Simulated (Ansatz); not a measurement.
Abstraction of H: H2Se + CH5GeO2 → HSe + CH6GeO2

Gas-phase species: H2Se (hydrogen selenide) `[SeH2]`, singlet; CH5GeO2 `C[O][GeH][OH]`, doublet; HSe, doublet; CH6GeO2 `C[O][GeH2][OH]`, singlet. A radical takes H: the energy is the difference in strength between the Se–H bond broken and the Ge–H bond made.

Shapes, held fixed at every level: PBE0-D4/def2-TZVP. Flexible molecules stand in one conformer, not always the lowest. Programs: Ansatz 0.2.0. The zero-point and thermal change to 298 K, harmonic and unscaled (PBE0-D4/def2-TZVP), is +1.6 kJ/mol.

| level | kind | ΔH(298 K) (kJ/mol) | less CCSD(T)/def2-TZVPP |
| --- | --- | --- | --- |
| MP2/def2-SVP | perturbation theory | -19.6 | -5.4 |
| HF/def2-TZVPP | Hartree–Fock | -46.7 | -32.5 |
| r2SCAN-D4/def2-TZVPP | meta-GGA | +7.8 | +22.0 |
| wB97M-V/def2-TZVPP | range-separated hybrid | -6.8 | +7.4 |
| CCSD/def2-SVP | coupled cluster or CI | -25.3 | -11.1 |
| CCSD/def2-TZVPP | coupled cluster or CI | -20.2 | -6.0 |
| CCSD(T)/def2-TZVPP | coupled cluster or CI | -14.2 | 0.0 |

The highest level, CCSD(T)/def2-TZVPP, gives ΔH(298 K) = -14.2 kJ/mol; the levels span -46.7 to +7.8. They disagree on the sign: 1 of 7 are positive. The column of differences is taken from that level and isn't an error. No measured value is set beside it here. Open shells run unrestricted. Relativity is left out for Ge, Se. Outer-core shells of Ge, Se are correlated, in sets that cover them unevenly. The spin-orbit lowering of such a linear radical, about 10 kJ/mol on Se or Br and more on Te or I, is left out.
